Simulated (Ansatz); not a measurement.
Geometry optimisation, Ansatz 0.2.0, RKS PBE0-D4/def2-SVP.

The input (input.yaml):

```yaml
crystal:
  periodic: [false, false, false]
  atoms:
    - { symbol: Sn, position_ang: [-0.772492, -0.261693, -0.470235] }
    - { symbol: H, position_ang: [-0.016669, 0.102643, 2.351725] }
    - { symbol: O, position_ang: [1.013222, -0.368609, 0.363966] }
    - { symbol: H, position_ang: [1.713077, -0.08266, -0.236366] }
    - { symbol: O, position_ang: [-0.781752, 1.456844, -1.453745] }
    - { symbol: H, position_ang: [-0.968119, 1.329466, -2.39303] }
    - { symbol: Cl, position_ang: [-0.85596, -1.881648, -2.193554] }
    - { symbol: Si, position_ang: [-2.608523, -0.626427, 1.208146] }
    - { symbol: H, position_ang: [-3.82736, -1.00219, 0.433607] }
    - { symbol: H, position_ang: [-2.209206, -1.74059, 2.109978] }
    - { symbol: H, position_ang: [-2.845322, 0.638602, 1.956263] }
    - { symbol: H, position_ang: [-0.596997, 0.158661, 2.773144] }
basis:
  gaussian: { orbitals: def2-SVP }
hamiltonian:
  xc: pbe0
  dispersion: d4
relax:
  f_tol: 0.03
  max_steps: 50
output:
  orbitals: {}
```

Run as:

```bash
$ ansatz run input.yaml --threads 4 --pin off --max-ram 5120MiB --backend cpu --events-out ev --progress --plain --runs-dir out
```

Problem. Where does it end, and by what steps?

Solution. The run converged. After 7 steps the energy has fallen by 0.125 eV; H12 moved furthest, 0.65 Å.

```tsv
step	energy less start (eV)	largest force component (eV/Å)	accepted
0	0.0000	1.474	yes
1	-0.0932	0.178	yes
2	-0.1155	0.144	yes
3	-0.1206	0.111	yes
4	-0.1148	0.598	no
5	-0.1232	0.059	yes
6	-0.1242	0.082	yes
7	-0.1249	0.010	yes
```

```xyz
12
Properties=species:S:1:pos:R:3
Sn -0.844 -0.289 -0.578
H 0.237 0.129 2.603
O 0.896 -0.378 0.356
H 1.611 0.014 -0.160
O -0.846 1.431 -1.557
H -0.907 1.293 -2.511
Cl -0.830 -1.903 -2.305
Si -2.725 -0.660 1.118
H -3.956 -1.003 0.351
H -2.317 -1.786 2.002
H -2.914 0.599 1.891
H -0.159 0.276 3.240
```

Whether the end is a true minimum wasn't checked by a vibrational analysis.

Run time: 22 s on 4 threads of Arm Neoverse V2, with other jobs on the host, peak memory 0.35 GiB.
